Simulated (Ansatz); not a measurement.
A nudged elastic band was laid between two geometries of CH₃BOSe (7 atoms, charge 0, multiplicity 1).

All numbers below come from Ansatz 0.2.0, RHF/def2-SVP.

* movable images: 7
* climbing image: yes
* spring: 5.0 eV/Å²
* optimiser: quadratic models (default)
* start path: through a guess of the saddle point
* force threshold: 0.05 eV/Å
* iteration limit: 60
* end points: relaxed

Image 0:

```xyz
7
Properties=species:S:1:pos:R:3
O 0.837 1.237 -0.532
B -0.301 0.719 -0.076
C -0.406 -0.835 0.312
Se 0.930 -1.946 0.173
H 1.547 0.609 -0.599
H -1.254 1.436 0.043
H -1.353 -1.220 0.679
```

Image 8:

```xyz
7
Properties=species:S:1:pos:R:3
O 0.254 1.253 -0.155
B -0.970 0.350 -0.160
C -0.489 -1.000 0.425
Se 0.941 -1.770 -0.313
H 1.088 0.750 -0.178
H 0.237 1.960 -0.789
H -1.061 -1.543 1.171
```

Which bonds break or form, and what moves?

Bonds broken: B2–H6. Bonds formed: O1–H6.

Give the energies along the band, and the barrier.

It converged. The highest image is number 6 of 0 to 8, 125.2 kcal/mol above the first end and 21.9 kcal/mol above the last; the last end lies 103.3 kcal/mol above the first. Neighbouring images differ by up to 2.2 eV, so the band resolves the path poorly. A vibrational analysis at the climbing image gives one clearly imaginary mode, 1975i cm⁻¹: a first-order saddle point. The orbitals stay closed-shell, which can raise the energy where a bond breaks towards radicals; this wasn't checked here.

```csv
image,path coordinate (Å),energy (kcal/mol),B2–H6 (Å),O1–H6 (Å)
0,0.00,0.0,1.20,2.18
1,0.42,0.2,1.20,2.18
2,0.84,0.7,1.20,2.18
3,1.26,5.8,1.19,2.10
4,1.68,27.1,1.19,1.89
5,2.10,78.3,1.24,1.54
6,2.52,125.2,1.43,1.12
7,2.94,109.2,1.83,0.96
8,3.37,103.3,2.11,0.95
```

What is the geometry of the highest image?


```xyz
7
Properties=species:S:1:pos:R:3:forces:R:3
O 0.485 1.348 -0.045 0.03 0.01 0.01
B -0.727 0.488 -0.081 0.00 -0.01 0.00
C -0.482 -0.980 0.390 -0.02 0.01 -0.01
Se 0.881 -1.859 -0.289 0.00 0.00 0.00
H 1.308 0.866 -0.209 0.00 0.00 0.00
H -0.282 1.631 -0.810 -0.02 0.00 -0.01
H -1.182 -1.494 1.043 0.01 0.00 0.00
```

Run time: 5.5 min on 1 thread of Arm Neoverse V1, with other jobs on the host, peak memory 0.27 GiB.
